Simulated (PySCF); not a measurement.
A run for PySCF: R-MP2/6-31G* on SiH4 (SMILES [SiH4]) with ghost functions, monomers drawn apart or pushed together.

```python
from pyscf import gto, scf, dft, mp
from pyscf.data.elements import chemcore

mol = gto.M(
    atom='''
    Si   -0.04433032   -0.18276299    0.20917285
    H     1.43163126   -0.12884760    0.25234098
    H    -0.49516683   -0.20174525   -1.20284866
    H    -0.61763443    1.00632505    0.87815218
    H    -0.52962084   -1.40791711    0.88265490
    ghost-C   -0.75163524   -0.19628819    6.89754550
    ghost-Cl    1.02299189   -0.13041128    6.63877238
    ghost-H   -0.93986033   -0.18517843    7.96672436
    ghost-H   -1.19679342    0.67076296    6.41931360
    ghost-H   -1.12615762   -1.11182601    6.45032074
    ''',
    basis='6-31g*',
    cart=True,
    charge=0, spin=0, verbose=3, max_memory=1800)
mf = scf.RHF(mol)
mf.conv_tol = 1e-8
mf.max_cycle = 100
mf.kernel()
if not mf.converged:
    mf = mf.newton().run(mf.mo_coeff, mf.mo_occ)
pt = mp.MP2(mf, frozen=chemcore(mol)).run()
```

Program output:

```
converged SCF energy = -291.225062562418
E(RMP2) = -291.307072540043  E_corr = -0.0820099776244963
E(SCS-RMP2) = -291.315491268094  E_corr = -0.0904287056755594
```

The run converged.

Cost: very roughly 0.6 core-seconds.
